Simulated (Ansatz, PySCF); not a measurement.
AsF2GaH2, SMILES [F][Ga]([F])[AsH2]. Atoms are numbered in the order given.

```xyz
6

Ga     0.5483     0.5730    -0.0304
As    -1.2179    -1.0216     0.0275
H     -0.2967    -2.0411    -0.6325
H     -1.7110    -0.4989    -1.3168
F      0.3348     2.2571    -0.4522
F      2.1970     0.2279     0.4412
```
Charge 0, spin multiplicity 1.

Geometry: r2SCAN-D4/def2-SVP. The structure was generated by enumeration; whether it is a known compound was not checked.

Two levels are set side by side: PBE-D3(BJ)/def2-SVP (Ansatz, a program for electronic structure) and r2SCAN-D4/def2-SVP (Ansatz). Each level has its own optimised geometry; the coordinates shown are those of the second. Frequencies come from the Hessian of PySCF at each geometry. Differences are taken from unrounded values.

```json
[
 {"quantity": "mean bond length (Å)", "r2SCAN-D4": "1.785", "PBE-D3(BJ)": "1.805", "PBE-D3(BJ) minus r2SCAN-D4": "0.020"},
 {"quantity": "bond Ga1–As2 (Å)", "r2SCAN-D4": "2.380", "PBE-D3(BJ)": "2.408", "PBE-D3(BJ) minus r2SCAN-D4": "0.028"},
 {"quantity": "bond Ga1–F5 (Å)", "r2SCAN-D4": "1.749", "PBE-D3(BJ)": "1.768", "PBE-D3(BJ) minus r2SCAN-D4": "0.019"},
 {"quantity": "bond Ga1–F6 (Å)", "r2SCAN-D4": "1.749", "PBE-D3(BJ)": "1.768", "PBE-D3(BJ) minus r2SCAN-D4": "0.019"},
 {"quantity": "bond As2–H3 (Å)", "r2SCAN-D4": "1.524", "PBE-D3(BJ)": "1.541", "PBE-D3(BJ) minus r2SCAN-D4": "0.017"},
 {"quantity": "bond As2–H4 (Å)", "r2SCAN-D4": "1.524", "PBE-D3(BJ)": "1.541", "PBE-D3(BJ) minus r2SCAN-D4": "0.017"},
 {"quantity": "highest harmonic wavenumber (cm⁻¹)", "r2SCAN-D4": "2222", "PBE-D3(BJ)": "2145", "PBE-D3(BJ) minus r2SCAN-D4": "-77"},
 {"quantity": "mean harmonic wavenumber (cm⁻¹)", "r2SCAN-D4": "732", "PBE-D3(BJ)": "705", "PBE-D3(BJ) minus r2SCAN-D4": "-27"},
 {"quantity": "zero-point energy (kcal/mol)", "r2SCAN-D4": "12.56", "PBE-D3(BJ)": "12.10", "PBE-D3(BJ) minus r2SCAN-D4": "-0.46"}
]
```
